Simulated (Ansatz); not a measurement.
`[SiH3]C[SiH2][TeH]` + `CO[SiH](O)O` → `CO[SiH](O)O[SiH3]` + `C[SiH2][TeH]`  (ligand exchange at the Si–C bond)

Program: Ansatz. Geometries: PBE0-D4/def2-TZVP. ΔE: electronic, gas phase. CBS: MP2 limit from def2 TZ/QZ plus the TZ coupled-cluster correction, frozen cores. Functionals use def2-TZVPP. Elements past krypton have def2 core potentials. For Te outer-core shells are correlated without core-valence functions, which leaves a few kJ/mol of doubt a bond. Each species was taken in one conformer, which may not be the lowest.

```csv
level,ΔE (kcal/mol)
B2PLYP,-25.7
r2SCAN,-23.9
PBE0,-22.4
MP2/def2-TZVPP,-23.7
```

What does CCSD(T)/CBS give? (Best estimate.)

The calculation gave: -23.7 kcal/mol. The listed levels differ from it by -2.0, -0.2, 1.3, 0.0 kcal/mol.

Largest T1 diagnostic among the species: 0.011.

The D4 term adds +1.3 kcal/mol with B3LYP and +0.7 kcal/mol with PBE0; it sums over pairs of atoms, weighted by their polarisabilities, and B3LYP, whose exchange is more repulsive, gets the larger term. In def2-TZVPP, CCSD(T) changes the Hartree–Fock value by +7.0 kcal/mol (the triples alone add +1.0 kcal/mol) and MP2 by +7.1 kcal/mol.

B3LYP here is the variant with VWN-RPA as its local correlation; programs differ in this.
